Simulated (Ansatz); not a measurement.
Species: sum formula H₆Si₃O₂Cl₂ (charge 0, singlet). 
Geometry from a B3LYP-D3(BJ)/def2-TZVP (Ansatz, a quantum-chemistry and plane-wave program) optimisation:
```xyz
13

Si     2.8412     0.9557     0.7689
O      1.2214     0.6463     0.7185
Si     0.0065    -0.0405    -0.0695
Cl    -0.1541     0.7723    -1.9418
Cl     0.3579    -2.0472    -0.2740
O     -1.3553     0.1927     0.7426
Si    -2.9864    -0.0473     0.8079
H      3.2403     1.6888    -0.4510
H      3.0946     1.7784     1.9677
H      3.5825    -0.3201     0.8555
H     -3.4725     0.5733     2.0557
H     -3.6241     0.5885    -0.3641
H     -3.2704    -1.4978     0.8113
```

Quantity: vertical ionisation energy (to the doublet state of charge +1; each state is the SCF solution reached for its spin; for the doublet the Hartree-Fock reference is unstable and T1 is 0.036), in eV. Cores are frozen in the correlated levels unless marked. Open shells are spin-unrestricted. Spin-orbit coupling is left out. No relativistic terms. CBS marks a two-point X^-3 extrapolation of the correlation energy; Hartree-Fock from the larger set. The program attaches cautions to a run behind CCSD/aug-cc-pV(D+d)Z: other roots. The program attaches cautions to a run behind CCSD(T)/aug-cc-pV(D+d)Z: other roots.

```tsv
level	program	vertical ionisation energy (eV)
HF/aug-cc-pV(T+d)Z	Ansatz	11.04
HF/aug-cc-pV(Q+d)Z	Ansatz	11.03
SVWN5/def2-TZVPD	Ansatz	10.13
PBE/def2-TZVPD	Ansatz	10.04
r2SCAN/def2-TZVPD	Ansatz	10.35
B3LYP/def2-TZVPD	Ansatz	10.69
PBE0/def2-TZVPD	Ansatz	10.80
BHLYP/def2-TZVPD	Ansatz	11.42
CAM-B3LYP/def2-TZVPD	Ansatz	11.30
wB97M-V/def2-TZVPD	Ansatz	11.47
wB97X-V/def2-TZVPD	Ansatz	11.57
B2PLYP/def2-TZVPD	Ansatz	11.13
RI-MP2/aug-cc-pV(T+d)Z	Ansatz	12.10
RI-MP2/aug-cc-pV(Q+d)Z	Ansatz	12.19
RI-MP2/CBS(aug-cc-pV(T+d)Z,aug-cc-pV(Q+d)Z)	Ansatz	12.26
CCSD/aug-cc-pV(D+d)Z	Ansatz	11.54
CCSD(T)/aug-cc-pV(D+d)Z	Ansatz	11.43
```
